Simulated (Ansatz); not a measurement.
Two structures of BSiH5Cl2O, singlet, reached by relaxing down either side of one saddle point (PBE0-D4/def2-TZVP). Energies are electronic, without zero-point energy. Program: Ansatz 0.2.0. Basis: def2-TZVPP and def2-QZVPP. Cores are frozen in the correlated methods. Extrapolation: Hartree–Fock as exp(−7.88 √X), correlation as X^−2.97. First:

```xyz
10
angstrom
B -1.4377 -0.5822 -1.1917
O -0.6444 -1.5402 -0.6881
Cl -0.9407 0.3832 -2.5774
Cl -2.9902 -0.3012 -0.4472
Si 1.1608 0.7320 1.2164
H -0.1263 1.3112 0.7563
H 1.8742 0.1420 0.0526
H 2.0037 1.8024 1.8060
H 0.9068 -0.3238 2.2264
H 0.1939 -1.6234 -1.1533
```

Second:

| atom | x (Å) | y (Å) | z (Å) |
| --- | --- | --- | --- |
| B1 | -1.2647 | 0.2642 | -0.4754 |
| O2 | 0.0148 | -0.6782 | -0.2404 |
| Cl3 | -0.9413 | 1.0979 | -2.0685 |
| Cl4 | -2.7074 | -0.8248 | -0.4827 |
| Si5 | 1.2336 | -0.0270 | 0.7781 |
| H6 | -1.2132 | 1.0105 | 0.4675 |
| H7 | 2.3763 | -0.9479 | 0.5858 |
| H8 | 1.5531 | 1.3437 | 0.3386 |
| H9 | 0.6849 | -0.0886 | 2.1432 |
| H10 | 0.2640 | -1.1497 | -1.0461 |

Problem. Which bonds change from the first to the second?

Solution. BHCl₂O ([OH][B]([Cl])[Cl]) + SiH₄ → BHCl₂ ([Cl][BH][Cl]) + SiH₄O ([OH][SiH3]) (still joined by a long B–O bond); bonds formed: B1–H6, O2–Si5; bonds broken: Si5–H6; bonds weakened to dative contacts: B1–O2.

Problem. Give the saddle point's structure and its height above each. (An estimate is asked for; the value comes from the calculation.)

Solution. Computed: 98.2 kJ/mol above the first and 86.6 kJ/mol above the second (CCSD(T) at an estimated basis limit (MP2 extrapolated from triple and quadruple zeta, plus CCSD(T) − MP2 in triple zeta)).
| atom | x (Å) | y (Å) | z (Å) |
| --- | --- | --- | --- |
| B1 | -1.0044 | 0.0202 | -0.5946 |
| O2 | -0.1340 | -1.1225 | -0.2734 |
| Cl3 | -0.7401 | 0.6557 | -2.2661 |
| Cl4 | -2.7037 | -0.1538 | -0.0572 |
| Si5 | 0.9043 | 0.2280 | 0.7908 |
| H6 | -0.4938 | 0.9393 | 0.2211 |
| H7 | 2.0974 | -0.1629 | 0.0033 |
| H8 | 1.2115 | 1.6310 | 1.2146 |
| H9 | 0.5957 | -0.5235 | 2.0204 |
| H10 | 0.2673 | -1.5116 | -1.0589 |

T1 diagnostic: at most 0.012.

Ligand swaps between two centres remove the fluorinated layer in thermal atomic layer etching, and scramble precursors in the gas phase.

Labels in which every atom is bracketed show which atoms are joined, not bond orders.

For scale, one of the runs: CCSD(T)/def2-TZVPP, 258 basis functions, launched by `ansatz run in.yaml --threads 8 --pin off --events-out ev --progress --plain --max-ram 19148MiB`. Time: 20 s of wall clock on 8 CPU threads of an Intel Xeon 6975P-C; the host was shared. Peak host memory: 6.3 GiB.
